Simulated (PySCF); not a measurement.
## How the method changes the constants of SeCl

State: ²Π (doublet), unpaired electrons π ↑. Set-up: PySCF, spin-free X2C with a Gaussian nucleus, basis sets Se x2c-SVPall, Cl x2c-SVPall. De refers to Se + Cl in their high-spin ground configurations, without counterpoise correction. The functionals are run spin-unrestricted. A positive dipole means Se(−)Cl(+). Levels whose curve was spin-contaminated or gave no clean fit are not listed.

| Level | Re (Å) | ωe (cm⁻¹) | De (eV) | μ (D) |
| --- | --- | --- | --- | --- |
| UHF | 2.160 | 440 | 0.93 | -1.42 |
| UHF-CCSD | 2.170 | 420 | 1.95 | n/a |
| UHF-CCSD(T) | 2.176 | 413 | 2.07 | n/a |
| LDA | 2.134 | 446 | 3.73 | -0.42 |
| PBE | 2.167 | 421 | 3.02 | -0.63 |
| r²SCAN | 2.155 | 431 | 2.74 | -0.78 |
| PBE0 | 2.145 | 442 | 2.69 | -0.84 |
| M06 | 2.154 | 439 | 2.83 | -0.96 |
| M06-2X | 2.154 | 438 | 2.42 | -1.01 |

Task: Which functional lies closest to UHF-CCSD(T) in De, which farthest, and by how much do they differ from it?

Result: Closest is M06-2X (-2.2 pm in Re, +6.1 % in ωe, +0.35 eV in De against UHF-CCSD(T) in the same basis), farthest LDA (-4.2 pm in Re, +8.0 % in ωe, +1.66 eV in De). CCSD(T) converges more slowly with the basis than the functionals do and binds too weakly in this one, so the order can change at the basis-set limit.

Task: What does a quarter of exact exchange do here, going from PBE to PBE0?

Result: PBE0 less PBE: -2.2 pm in Re, +5.0 % in ωe, -0.33 eV in De. Exact exchange removes part of the self-interaction that spreads semilocal densities, and in most molecules shortens and stiffens the bond and lowers De; so it does here.

Task: What does the gradient correction do here, going from LDA to PBE?

Result: PBE less LDA: +3.3 pm in Re, -5.6 % in ωe, -0.71 eV in De. The gradient correction favours the more uneven density of free atoms, so it tends to lengthen bonds and takes away much of the overbinding of LDA; so it does here.

Correlated steps freeze 14 core orbitals. Correlated levels converge slowly with the basis: in double zeta they bind strong bonds too weakly, by up to about 1 eV, and carry superposition errors of some tenths. Spin–orbit coupling is left out. Counting both spins, an empty level lies below a filled one in some of these solutions, because spin and occupation are held. The state is the lowest determinant that a PBE0 search found; another state may lie lower at other levels.

The whole job (state search and all levels along the bond) took about 2.2 min on 1 thread of Arm Neoverse V1 (shared host), peak memory 0.55 GiB.
